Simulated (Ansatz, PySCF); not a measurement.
Molecule: CsCl (charge 0, singlet). SMILES: [Cl][Cs]
Geometry: optimised at B3LYP-D3(BJ)/def2-TZVP (Ansatz, a quantum-chemistry and plane-wave program).

Property: vertical ionisation energy (to the doublet state of charge +1; each state is the SCF solution reached for its spin), in eV. Cores are frozen in the correlated levels unless marked. UHF or UKS for open shells. Spin-orbit coupling is left out. Frozen are the shells of the preceding noble gas and the d and f shells that filled before the atom's block. The outer core of K, Ca and their heavier congeners is not correlated, a term that matters for these elements. Past Kr the def2 sets carry scalar-relativistic core potentials. CBS(X,Y): correlation extrapolated as X^-3; Hartree-Fock from the larger set.

| level | program | vertical ionisation energy (eV) |
|---|---|---|
| SVWN5/def2-TZVPD | Ansatz | 8.91 |
| PBE/def2-TZVPD | Ansatz | 8.59 |
| r2SCAN/def2-TZVPD | Ansatz | 8.55 |
| B3LYP/def2-TZVPD | Ansatz | 8.57 |
| PBE0/def2-TZVPD | Ansatz | 8.50 |
| BHLYP/def2-TZVPD | Ansatz | 8.31 |
| CAM-B3LYP/def2-TZVPD | Ansatz | 8.53 |
| wB97M-V/def2-TZVPD | Ansatz | 8.52 |
| wB97X-V/def2-TZVPD | Ansatz | 8.50 |
| CCSD/def2-SVPD | Ansatz | 8.13 |
| CCSD/def2-TZVPPD | Ansatz | 8.21 |
| CCSD/def2-QZVPPD | Ansatz | 8.34 |
| CCSD/CBS(def2-TZVPPD,def2-QZVPPD) | Ansatz | 8.42 |
| CCSD(T)/def2-SVPD | Ansatz | 8.18 |
| CCSD(T)/def2-TZVPPD | Ansatz | 8.29 |
| CCSD(T)/def2-QZVPPD | Ansatz | 8.42 |
| CCSD(T)/CBS(def2-TZVPPD,def2-QZVPPD) | Ansatz | 8.52 |

For comparison, minus the highest occupied orbital energy (PySCF): 6.03 eV at PW6B95/def2-TZVPD, 4.81 eV at M06-L/def2-TZVPD, 5.74 eV at B3LYP/def2-TZVPD.
